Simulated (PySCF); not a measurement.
SMILES [OH][Ge]([OH])([OH])[Br], PBE0/def2-SVP optimised geometry.

```
8

O      1.45    -0.86     0.00
Ge    -0.30    -0.86     0.00
O     -0.87    -1.65    -1.46
O     -0.86     0.79     0.00
Br    -1.09    -1.97     1.86
H      1.83    -0.49     0.80
H     -0.63    -2.58    -1.50
H     -1.83     0.86     0.02
```

Density from PySCF with PBE0/def2-TZVP at that geometry.

Minimum of the electron density along straight lines between bonded atoms, close to the bond critical point (lines longer than 1.1 times the sum of covalent radii, or with two minima, are not listed):

```json
[
 {"bond": "O1–Ge2", "length / Å": "1.749", "ρ at the minimum / e bohr⁻³": "0.155", "∇²ρ there / e bohr⁻⁵": "0.71", "position (fraction from the first atom)": "0.53"},
 {"bond": "Ge2–O3", "length / Å": "1.749", "ρ at the minimum / e bohr⁻³": "0.155", "∇²ρ there / e bohr⁻⁵": "0.71", "position (fraction from the first atom)": "0.47"},
 {"bond": "Ge2–O4", "length / Å": "1.749", "ρ at the minimum / e bohr⁻³": "0.155", "∇²ρ there / e bohr⁻⁵": "0.71", "position (fraction from the first atom)": "0.47"},
 {"bond": "Ge2–Br5", "length / Å": "2.307", "ρ at the minimum / e bohr⁻³": "0.094", "∇²ρ there / e bohr⁻⁵": "0.06", "position (fraction from the first atom)": "0.43"},
 {"bond": "O1–H6", "length / Å": "0.964", "ρ at the minimum / e bohr⁻³": "0.354", "∇²ρ there / e bohr⁻⁵": "-2.40", "position (fraction from the first atom)": "0.81"},
 {"bond": "O3–H7", "length / Å": "0.964", "ρ at the minimum / e bohr⁻³": "0.354", "∇²ρ there / e bohr⁻⁵": "-2.40", "position (fraction from the first atom)": "0.81"},
 {"bond": "O4–H8", "length / Å": "0.964", "ρ at the minimum / e bohr⁻³": "0.354", "∇²ρ there / e bohr⁻⁵": "-2.40", "position (fraction from the first atom)": "0.81"}
]
```
